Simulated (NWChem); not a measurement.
Species: CHClF2; SMILES FC(F)Cl

Program: NWChem. Medium grid unless said otherwise, to which SCAN and Minnesota functionals are sensitive. The geometry was optimised at PBE0/def2-SVP. B3LYP is NWChem's, with the RPA form of VWN correlation. Total energies of different functionals are on different scales.

| level | energy (Ha) | highest occupied level (eV) | orbital gap (eV) | dipole (D) | relative time |
|---|---|---|---|---|---|
| LDA (Slater exchange, VWN5)/def2-TZVPD | -695.6257 | -8.28 | 7.06 | 1.35 | 1 |
| PBE/def2-TZVPD | -698.2905 | -8.14 | 7.12 | 1.31 | 1 |
| BLYP/def2-TZVPD | -698.6798 | -8.01 | 7.01 | 1.33 | 1 |
| TPSS/def2-TZVPD | -698.7503 | -8.25 | 7.42 | 1.35 | 1 |
| r2SCAN/def2-TZVPD | -698.5769 | -8.48 | 7.81 | 1.36 | 1 |
| B3LYP/def2-TZVPD | -698.7245 | -9.36 | 9.00 | 1.40 | 1 |
| PBE0/def2-TZVPD | -698.3256 | -9.62 | 9.60 | 1.40 | 1 |
| M06-2X/def2-TZVPD | -698.6097 | -11.03 | 11.36 | 1.45 | 1 |
| CAM-B3LYP/def2-TZVPD | -698.6614 | -11.08 | 11.84 | 1.44 | 10 |
| Hartree-Fock/def2-TZVPD | -696.9386 | -13.13 | 14.78 | 1.59 | 1 |

The last column is a rough cost ratio, cheapest run = 1.
